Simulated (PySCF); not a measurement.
# From computed data to an observable: dipole moment from atomic charges

FGeH₃Mg, SMILES [F][Mg][GeH3]. Atoms are numbered in the order given.

```xyz
6

Mg     0.0000     0.0000    -1.3529
F      0.0000     0.0000    -3.1084
Ge     0.0000     0.0000     1.2119
H      1.2325     0.7116     1.8099
H     -1.2325     0.7116     1.8099
H      0.0000    -1.4232     1.8099
```
Charge 0, spin multiplicity 1.

Geometry: PBE0-D3(BJ)/def2-TZVP.

Charges (e) from PySCF with PBE0/def2-TZVPD:

| atom | ESP fit | IAO |
|---|---|---|
| Mg1 | 0.950 | 1.460 |
| F2 | -0.601 | -0.901 |
| Ge3 | -0.479 | -0.368 |
| H4 | 0.044 | -0.064 |
| H5 | 0.044 | -0.064 |
| H6 | 0.042 | -0.064 |

The dipole moment of the full density is 1.29 D.

Question: What dipole moment does each set of point charges give, and which comes closer to that of the density?

Answer: 
μ = Σ q r, and 1 e Å = 4.8032 D.
ESP fit: Σ q r = (0.000, 0.003, 0.238) e Å, |μ| = 1.14 D.
IAO: Σ q r = (0.000, 0.000, 0.032) e Å, |μ| = 0.15 D.
ESP fit comes closer in size. Point charges leave out the atoms' own dipoles (lone pairs, polarised bonds); fits to the potential absorb them, partitions of the density don't.
